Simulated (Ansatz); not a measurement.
Program: Ansatz. Geometries: PBE0-D4/def2-TZVP. ΔE: electronic, gas phase. CCSD(T)/CBS is the MP2 limit (def2-TZVPP, def2-QZVPP) plus CCSD(T) − MP2 in def2-TZVPP, frozen cores. This one scheme is used for every species, atoms too. Functionals use def2-TZVPP. HSE06 is defined as in plane-wave codes. No spin–orbit coupling; open shells (•) take unrestricted orbitals. Spin–orbit coupling would lower the free atoms: a little for C, O, S. For As outer-core shells are correlated without core-valence functions, so the limit isn't a true one: a few kJ/mol of doubt a bond, and 10 to 20 or more in all where bonds break to atoms. Scalar relativity is left out up to krypton. One conformer a species, not always the lowest.

Reaction (atomization): `O[As]1OCS1` → As• + C• + 3 H• + 2 O• + S•

Q: What is ΔE at CCSD(T)/CBS? (Best estimate.)

A: The calculation gave: +2829.8 kJ/mol.

Q: What do these levels give: PBE-D4, PBE0-D4, PBE, r2SCANh, r2SCAN0, HSE06, MP2/def2-SVP, HF/def2-TZVPP, SCS-MP2/def2-TZVPP, HF/def2-QZVPP, SCS-MP2/def2-QZVPP, MP2/CBS(def2)? (Best estimate.)

A: Computed: PBE-D4 2955.6, PBE0-D4 2831.7, PBE 2933.5, r2SCANh 2799.1, r2SCAN0 2738.7, HSE06 2816.6, MP2/def2-SVP 2602.4, HF/def2-TZVPP 1728.4, SCS-MP2/def2-TZVPP 2777.3, HF/def2-QZVPP 1735.2, SCS-MP2/def2-QZVPP 2848.7, MP2/CBS(def2) 2922.3 kJ/mol.

Q: What do rigid-rotor, harmonic-oscillator terms from PBE0-D4/def2-TZVP frequencies (298.15 K, 1 bar) make of the CCSD(T)/CBS value? (Estimate.)

A: The calculation gave: ΔZPE = -124.3 kJ/mol, ΔH = +2736.4 kJ/mol, ΔS = 835 J/(mol·K), ΔG = +2487.5 kJ/mol. Open shells count their whole term as degenerate.

Largest T1 diagnostic among the species: 0.014.

From BLYP to BHLYP (50 % exact exchange), in def2-TZVPP and without D4, ΔE moves by −189.4 kJ/mol: exact exchange takes away binding that semilocal exchange gives to molecules. In def2-TZVPP, CCSD(T) changes the Hartree–Fock value by +994.3 kJ/mol (the triples alone add +79.3 kJ/mol) and MP2 by +1086.8 kJ/mol; breaking electron pairs costs correlation energy, which Hartree–Fock lacks.

For atomizations the MP2-based limit and the directly extrapolated one differ by several kJ/mol either way, and by 10 to 25 for some Ge, Se and Sn compounds, so smaller differences from it don't rank the levels.
